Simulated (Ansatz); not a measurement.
HO4S (SMILES O=S(=O)([O-])O), charge -1, singlet, geometry from GFN2-xTB (a gas-phase anion, which may not be bound at this level). Base run: MP2/3-21G (Ansatz, a first-principles code).

Input for Ansatz:
Ansatz 0.2 input:
```yaml
crystal:
  periodic: [false, false, false]
  atoms:
    - {symbol: O, position_ang: [1.38992049, -0.28176098, -0.58148330]}
    - {symbol: S, position_ang: [-0.13445586, 0.02400851, 0.02026324]}
    - {symbol: O, position_ang: [0.12119981, -0.01438956, 1.45858623]}
    - {symbol: O, position_ang: [-0.97063154, -1.05348789, -0.46961795]}
    - {symbol: O, position_ang: [-0.49393968, 1.33543365, -0.48378888]}
    - {symbol: H, position_ang: [1.77890124, -0.27049776, 0.28621944]}
basis:
  gaussian:
    orbitals: 3-21G.json
total_charge: -1
magnetization: {spin_polarized: false}
correlation: {method: mp2}
```
The basis file holds 3-21G in the JSON format of the Basis Set Exchange.

Each row names what was changed in the base input (with any setting that the change needs).

| change | ΔE vs base (mEh) | MP2 correlation (Eh) | basis functions |
|---|---|---|---|
| base | 0.000 | -0.54244 | 51 |
| method = rpa | -7.845 | - | 51 |
| method = bccd | 2.947 | -0.54244 | 51 |
| lower_state_search = off | 0.000 | -0.54244 | 51 |
| reference functional = pbe0 | -41.498 | - | 51 |
| method = ccsd | 0.262 | -0.54244 | 51 |
| fitting = cc-pVTZ-JKFIT (mean field), cc-pVTZ-RIFIT (correlation) | -0.052 | -0.54244 | 51 |
| method = ccsd_t | -16.006 | -0.54244 | 51 |
| electrons = outside_noble_gas | 0.000 | -0.54244 | 51 |
| method = bccd_t | -16.555 | -0.54244 | 51 |

A gas-phase anion may not be bound at this level; its values then depend on the basis.
